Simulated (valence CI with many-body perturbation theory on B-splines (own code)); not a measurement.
**E1 transitions of Sr33+**

Method: valence CI with perturbative core correlation (CI+MBPT): three valence electrons over a frozen Dirac-Fock core [He], radial functions for each j: 11 s, 11 p, 10 d, 8 f, 5 g, 2 h, with the one-electron correlation potential Σ1 (screened to all orders), the two-electron term Σ2, the three-electron term Σ3, Breit, model QED; selected single and double excitations, second order for the rest, scaled by the run's own slope (own B-spline code, finite nucleus).

The last digits are not significant, and no measured levels were compared; by estimate large intervals hold to a few tenths of a per cent, small ones and those within an open d or f shell to about a per cent.

Lines 1 to 50 of 593 in falling wavelength, among levels below 3455.0 eV, chosen from the strongest by gf and those to the six lowest levels. Wavelengths and rates use the calculated energies. Electric multipoles are in the length gauge, E1 and E2 with the static RPA response of the core. Weak lines are less certain than strong ones. Lines between different terms over intervals too small for the method are left out, as are lines whose strength nearly cancels. The highest levels of a list are the least certain.

Levels are named by their leading jj configuration (3d3/2^4 stands for four electrons in 3d with j = 3/2), which in mixed levels can hold well under half, so a name can repeat and another be missing. Letters in brackets count levels of one name in rising energy.

```tsv
λ vac (nm)	Upper	Lower	A (s⁻¹)	S (a.u.)
169.5	(2s 2p1/2 4f7/2) J=7/2 [a]	(2s 2p1/2 4d5/2) J=5/2 [a]	3.74e+07	7.19e-01
162.7	(2s 2p1/2 4f7/2) J=9/2	(2s 2p1/2 4d5/2) J=7/2	4.36e+07	9.28e-01
153.2	(2s^2 4f7/2) J=7/2	(2s^2 4d5/2) J=5/2	5.23e+07	7.42e-01
139.4	(2s 2p3/2 4f5/2) J=7/2 [a]	(2s 2p3/2 4d3/2) J=5/2 [a]	4.83e+07	5.16e-01
138.4	(2s 2p3/2 4f7/2) J=9/2 [b]	(2s 2p3/2 4d5/2) J=7/2 [b]	7.05e+07	9.23e-01
135.5	(2p1/2^2 4f5/2) J=5/2	(2p1/2^2 4d3/2) J=3/2	7.16e+07	5.27e-01
132.7	(2s 2p3/2 4f5/2) J=9/2	(2s 2p3/2 4d3/2) J=7/2	6.66e+07	7.68e-01
129.4	(2s^2 4f5/2) J=5/2	(2s^2 4d3/2) J=3/2	8.09e+07	5.19e-01
122.3	(2s 2p1/2 4f5/2) J=5/2 [a]	(2s 2p1/2 4d3/2) J=3/2 [a]	9.34e+07	5.06e-01
118.0	(2s 2p1/2 4f5/2) J=7/2	(2s 2p1/2 4d3/2) J=5/2	9.54e+07	6.19e-01
114.6	(2s 2p3/2 4f7/2) J=11/2	(2s 2p3/2 4d5/2) J=9/2	1.26e+08	1.13e+00
96.20	(2s 2p3/2 4d5/2) J=9/2	(2s 2p3/2 4p3/2) J=7/2	3.29e+08	1.45e+00
94.34	(2s 2p3/2 4d3/2) J=7/2	(2s 2p3/2 4p3/2) J=7/2	1.12e+08	3.72e-01
91.59	(2s 2p1/2 4d5/2) J=7/2	(2s 2p1/2 4p3/2) J=5/2	3.82e+08	1.16e+00
89.15	(2s 2p3/2 4d5/2) J=5/2 [b]	(2s 2p3/2 4p3/2) J=3/2 [b]	3.49e+08	7.33e-01
89.08	(2p1/2^2 4d5/2) J=5/2	(2p1/2^2 4p3/2) J=3/2	4.26e+08	8.92e-01
88.49	(2s 2p3/2 4d5/2) J=7/2 [b]	(2s 2p3/2 4p3/2) J=5/2 [b]	4.15e+08	1.14e+00
85.94	(2s^2 4d5/2) J=5/2	(2s^2 4p3/2) J=3/2	4.55e+08	8.56e-01
85.92	(2s 2p3/2 4d5/2) J=3/2 [b]	(2s 2p3/2 4p3/2) J=1/2 [b]	3.09e+08	3.87e-01
85.37	(2s 2p1/2 4d5/2) J=5/2 [a]	(2s 2p1/2 4p3/2) J=3/2 [a]	3.31e+08	6.10e-01
81.71	(2s 2p1/2 4d5/2) J=5/2 [b]	(2s 2p1/2 4p3/2) J=3/2 [b]	4.78e+08	7.73e-01
80.10	(2s 2p3/2 4d5/2) J=5/2 [a]	(2s 2p3/2 4p3/2) J=3/2 [a]	3.45e+08	5.25e-01
79.78	(2s 2p3/2 4d5/2) J=7/2 [a]	(2s 2p3/2 4p3/2) J=5/2 [a]	4.63e+08	9.28e-01
79.60	(2s 2p3/2 4p1/2) J=3/2 [a]	(2s 2p3/2 4s) J=5/2	4.25e+08	4.24e-01
78.01	(2s 2p1/2 4d5/2) J=3/2	(2s 2p1/2 4p3/2) J=1/2	4.87e+08	4.56e-01
75.54	(2s 2p3/2 4p1/2) J=5/2	(2s 2p3/2 4s) J=5/2	4.15e+08	5.30e-01
72.14	(2s 2p3/2 4d5/2) J=3/2 [a]	(2s 2p3/2 4p3/2) J=3/2 [a]	4.03e+08	2.99e-01
70.67	(2s 2p1/2 4p1/2) J=1/2 [b]	(2s 2p1/2 4s) J=3/2	7.87e+08	2.74e-01
64.62	(2s 2p3/2 4d3/2) J=5/2 [a]	(2s 2p3/2 4p1/2) J=5/2	5.00e+08	3.99e-01
64.09	(2s 2p3/2 4d3/2) J=7/2	(2s 2p3/2 4p1/2) J=5/2	6.76e+08	7.03e-01
62.09	(2s 2p1/2 4d3/2) J=5/2	(2s 2p1/2 4p1/2) J=3/2	6.78e+08	4.80e-01
61.91	(2s 2p3/2 4d3/2) J=5/2 [a]	(2s 2p3/2 4p1/2) J=3/2 [a]	5.00e+08	3.52e-01
61.56	(2s 2p3/2 4p3/2) J=3/2 [a]	(2s 2p3/2 4s) J=3/2 [a]	9.01e+08	4.15e-01
61.10	(2s 2p3/2 4d3/2) J=3/2 [b]	(2s 2p3/2 4p1/2) J=1/2	6.17e+08	2.78e-01
60.99	(2p1/2^2 4d3/2) J=3/2	(2p1/2^2 4p1/2) J=1/2	1.11e+09	4.97e-01
60.64	(2s 2p3/2 4d3/2) J=5/2 [b]	(2s 2p3/2 4p1/2) J=3/2 [b]	1.06e+09	7.02e-01
60.40	(2s 2p1/2 4d3/2) J=3/2 [a]	(2s 2p1/2 4p1/2) J=1/2 [a]	1.09e+09	4.73e-01
59.66	(2s 2p3/2 4d3/2) J=3/2 [a]	(2s 2p3/2 4p1/2) J=3/2 [a]	8.47e+08	3.55e-01
59.24	(2s^2 4d3/2) J=3/2	(2s^2 4p1/2) J=1/2	1.15e+09	4.73e-01
59.02	(2s 2p1/2 4p3/2) J=1/2	(2s 2p1/2 4s) J=1/2 [b]	1.27e+09	2.58e-01
58.62	(2s 2p3/2 4d3/2) J=1/2 [a]	(2s 2p3/2 4p1/2) J=3/2 [a]	1.14e+09	2.27e-01
56.40	(2s 2p3/2 4p3/2) J=5/2 [b]	(2s 2p3/2 4s) J=3/2 [b]	1.54e+09	8.16e-01
55.92	(2s 2p1/2 4p3/2) J=3/2 [b]	(2s 2p1/2 4s) J=1/2 [b]	1.05e+09	3.63e-01
54.82	(2s 2p3/2 4p3/2) J=7/2	(2s 2p3/2 4s) J=5/2	1.75e+09	1.14e+00
54.15	(2s 2p3/2 4p3/2) J=5/2 [a]	(2s 2p3/2 4s) J=3/2 [a]	1.13e+09	5.31e-01
53.13	(2s 2p1/2 4p3/2) J=3/2 [a]	(2s 2p1/2 4s) J=1/2 [a]	1.24e+09	3.66e-01
53.10	(2p1/2^2 4p3/2) J=3/2	(2p1/2^2 4s) J=1/2	2.02e+09	5.98e-01
52.15	(2s 2p3/2 4p3/2) J=3/2 [b]	(2s 2p3/2 4s) J=3/2 [b]	8.80e+08	2.46e-01
51.74	(2s^2 4p3/2) J=3/2	(2s^2 4s) J=1/2	2.06e+09	5.64e-01
51.41	(2s 2p3/2 4p3/2) J=3/2 [b]	(2s 2p3/2 4s) J=1/2	1.07e+09	2.87e-01
```
